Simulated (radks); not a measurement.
The numbers below are computed, except where a source is named.
Species: Hg. Configuration: [Xe] 4f14 5d10 6p2 (not the ground configuration).

Level of theory: scalar-relativistic Kohn-Sham, PBE, spin-polarised, spherical densities, finite nucleus; open shells are filled with parallel spins first (spin-orbit coupling, left out, can overturn this in heavy ions); Fermi nuclear charge, rms radius 5.4648 fm (a radial shooting solver on a logarithmic mesh with Libxc functionals).

Energy parts (hartree):
part                       energy
total                 -19617.5341
kinetic                22008.0847
electron-nucleus      -48849.2443
Hartree                 7593.7346
exchange-correlation    -370.1092

Orbitals (lengths in bohr, moments of r in powers of bohr; <r^-3> diverges for s and p1/2; r(90%) holds 90 % of the orbital's charge):
orbital,occ.,eigenvalue (hartree),<r^-3>,r(90%)
1s up,1,-3055.327,-,0.0304
1s down,1,-3055.326,-,0.0304
2s up,1,-541.6613,-,0.109
2s down,1,-541.6614,-,0.109
2p up,3,-467.2743,26780,0.103
2p down,3,-467.2741,26780,0.103
3s up,1,-128.6501,-,0.265
3s down,1,-128.6499,-,0.265
3p up,3,-107.1454,6155,0.272
3p down,3,-107.1452,6155,0.272
3d up,5,-84.47490,759.0,0.256
3d down,5,-84.47475,759.0,0.256
4s up,1,-28.39714,-,0.572
4s down,1,-28.39683,-,0.572
4p up,3,-21.34354,1492,0.617
4p down,3,-21.34317,1492,0.617
4d up,5,-12.96084,161.5,0.669
4d down,5,-12.96041,161.5,0.669
4f up,7,-3.66841,31.72,0.772
4f down,7,-3.66790,31.72,0.772
5s up,1,-4.48567,-,1.29
5s down,1,-4.48504,-,1.29
5p up,3,-2.59151,259.2,1.51
5p down,3,-2.59072,259.3,1.51
5d up,5,-0.50490,15.65,2.30
5d down,5,-0.49630,15.98,2.25
6p up,2,-0.11976,13.45,5.78

The highest occupied level is 6p up at -3.259 eV. The density falls to 0.001 e/bohr^3 at r = 4.92 bohr. Summed over all electrons, <r^2> = 76.40 bohr^2, which gives a Langevin (diamagnetic) susceptibility term of -60.5 x 10^-6 cm^3/mol. Spin moment in Bohr magnetons: 2. The electron density at the nucleus is 2.5e+06 e/bohr^3 (large components only).
